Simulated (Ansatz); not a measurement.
Predict a relaxed structure of Hf₄⁺ (the lowest doublet isomer of a short search), charge 1, doublet, at PBE0-D4/def2-SVP (Ansatz).


Cartesian coordinates in Å:
```
Hf -1.3843 0.7702 0.6487
Hf 0.0560 0.2911 -1.6739
Hf -0.1078 -1.6879 0.2638
Hf 1.4361 0.6266 0.7613
```
 This is one stationary point.

In the def2 sets Hf takes a core potential; there is no spin–orbit coupling. The charge 1 doublet is spin-contaminated (final ⟨S²⟩ up to 2.45, 0.75 for a pure state). The relaxation made no stability test and no search for a lower SCF solution. At PBE0-D4/def2-SVP a quartet of charge 1 lies 0.10 eV below the doublet, each at its own geometry. The structure comes from a short search, and lower isomers may exist.
